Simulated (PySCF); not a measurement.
PBE0 on Tl⁻ (thallium, charge -1), [Xe] 4f14 5d10 6s2 6p2, high-spin 3P determinant. Computed with PySCF 2.14 in aug-cc-pwCVTZ-DK3 (11s10p8d5f1g, 125 functions), with scalar relativity by spin-free X2C-1e.

```
cycle= 1 E= -20247.5834479517  delta_E= -0.0171  |g|= 0.162  |ddm|= 0.675
cycle= 2 E= -20247.5838211129  delta_E= -0.000373  |g|= 0.131  |ddm|= 0.186
cycle= 3 E= -20247.5849872507  delta_E= -0.00117  |g|= 0.0178  |ddm|= 0.0714
cycle= 4 E= -20247.5850601012  delta_E= -7.29e-05  |g|= 0.0015  |ddm|= 0.0221
cycle= 5 E= -20247.5850622636  delta_E= -2.16e-06  |g|= 0.000455  |ddm|= 0.00822
cycle= 6 E= -20247.5850624661  delta_E= -2.02e-07  |g|= 5.8e-05  |ddm|= 0.00287
cycle= 7 E= -20247.5850624715  delta_E= -5.36e-09  |g|= 5.51e-06  |ddm|= 0.000671
cycle= 8 E= -20247.5850624717  delta_E= -1.67e-10  |g|= 1.64e-06  |ddm|= 0.000162
converged SCF energy = -20247.5850624717  <S^2> = 2.0024342  2S+1 = 3.0016224
```

Highest occupied orbital energy: 0.766 eV; ⟨L²⟩ = 2.01; populations by l: s 12.00, p 26.00, d 30.00, f 14.00.

(1) Can this result be used?

## Answers

(1) With care. The run converged. Spin-orbit coupling is strong in this species (close to jj coupling), so the high-spin LS determinant is a model state, not a physical level. At PBE0 the highest occupied level has a positive energy, so only the finite basis holds that electron; in a semilocal or global hybrid functional this comes from self-interaction and does not mean that the real anion is unbound.
